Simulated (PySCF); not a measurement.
AgI, SMILES [Ag][I], multiplicity 1.

The structure is a stationary point at B3LYP-D3(BJ)/def2-TZVP. The multiplicity is an assumed one; other spin states were not compared. The def2 effective core potentials stand for the cores of Ag, I; spin–orbit coupling is left out.

Method: B3LYP/def2-TZVPD run with PySCF.

Gas-phase values at a fixed geometry.

```json
{
 "total_energy": "-444.89566 hartree",
 "point_group": "C∞v",
 "highest_occupied_level": "-6.64 eV",
 "lowest_empty_level": "-3.51 eV",
 "orbital_gap": "3.12 eV",
 "dipole_moment": "0.992 e·Å",
 "quadrupole, principal values (traceless, Buckingham form, about the centre of nuclear charge)": "-4.12, -4.12, 8.25 D·Å",
 "mean_static_polarisability": "69.6 bohr³ (10.32 Å³)",
 "polarisability_principal_values": "56.2, 56.2, 96.4 bohr³"
}
```
